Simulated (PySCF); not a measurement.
Sn(Cl)3(nPr), SMILES CC[CH2][Sn]([Cl])([Cl])[Cl], PBE0/def2-SVP optimised geometry.

```
14

C      2.34     0.03    -1.29
C      0.82     0.04    -1.28
C      0.25    -0.56     0.00
Sn    -1.90    -0.56     0.00
Cl    -2.84    -1.67     1.84
Cl    -2.75     1.62     0.00
Cl    -2.73    -1.60    -1.93
H      2.75     0.61    -0.45
H      2.73     0.47    -2.22
H      2.73    -0.99    -1.22
H      0.43    -0.51    -2.15
H      0.45     1.08    -1.39
H      0.55    -1.62     0.14
H      0.55    -0.01     0.90
```

Density from PBE0/def2-TZVP, def2 effective core potentials past Kr (PySCF) at that geometry. The core electrons that the potentials of Sn replace are not part of the density.

Minimum of the electron density along straight lines between bonded atoms, close to the bond critical point (lines longer than 1.1 times the sum of covalent radii, or with two minima, are not listed):

| bond | length / Å | ρ at the minimum / e bohr⁻³ | ∇²ρ there / e bohr⁻⁵ | position (fraction from the first atom) |
|---|---|---|---|---|
| C1–C2 | 1.523 | 0.246 | -0.61 | 0.50 |
| C2–C3 | 1.524 | 0.244 | -0.60 | 0.48 |
| C3–Sn4 | 2.142 | 0.108 | 0.07 | 0.48 |
| Sn4–Cl5 | 2.338 | 0.089 | 0.17 | 0.47 |
| Sn4–Cl6 | 2.341 | 0.088 | 0.17 | 0.47 |
| Sn4–Cl7 | 2.342 | 0.088 | 0.17 | 0.47 |
| C1–H8 | 1.101 | 0.272 | -0.91 | 0.64 |
| C1–H9 | 1.100 | 0.272 | -0.91 | 0.64 |
| C1–H10 | 1.102 | 0.272 | -0.91 | 0.64 |
| C2–H11 | 1.103 | 0.274 | -0.93 | 0.64 |
| C2–H12 | 1.103 | 0.274 | -0.93 | 0.64 |
| C3–H13 | 1.102 | 0.271 | -0.91 | 0.65 |
| C3–H14 | 1.102 | 0.271 | -0.91 | 0.65 |
